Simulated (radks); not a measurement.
Initial-state core-level shifts of neutral indium when its valence configuration changes from [Kr] 4d10 5s2 5p1. Calculated with a radial shooting solver on a logarithmic mesh with Libxc functionals: scalar-relativistic Kohn-Sham, r2SCAN, spin-polarised, spherical densities, finite nucleus; open shells are filled with parallel spins first (spin-orbit coupling, left out, can overturn this in heavy ions); meta-GGA in the generalised Kohn-Sham scheme; Fermi nuclear charge, rms radius 4.6156 fm. Shifts are changes of the shell-averaged eigenvalues in eV (positive: less bound); the change of the density at the nucleus, which sets a Mossbauer isomer shift, is in e/bohr^3, on a base of 1.794e+05.

valence	1s	3s	3d	4s	density at nucleus
4d10 5s1 5p2	-1.187	-1.172	-1.170	-1.211	-29.12
4d9 5s2 5p2	-7.232	-7.379	-7.414	-6.587	+16.76
4d9.5 5s2 5p1.5	-3.613	-3.686	-3.703	-3.321	+8.28
4d8 5s2 5p3	-14.550	-14.844	-14.924	-13.011	+34.27
4d9.5 5s1 5p2.5	-4.640	-4.707	-4.721	-4.371	-23.32
4d10 5p3	-2.813	-2.763	-2.759	-2.826	-58.90
4d9 5s1 5p3	-8.139	-8.287	-8.321	-7.516	-17.23
4d10 5s1.5 5p1.5	-0.667	-0.657	-0.656	-0.672	-14.08
4d9 5p4	-10.307	-10.402	-10.434	-9.624	-52.35
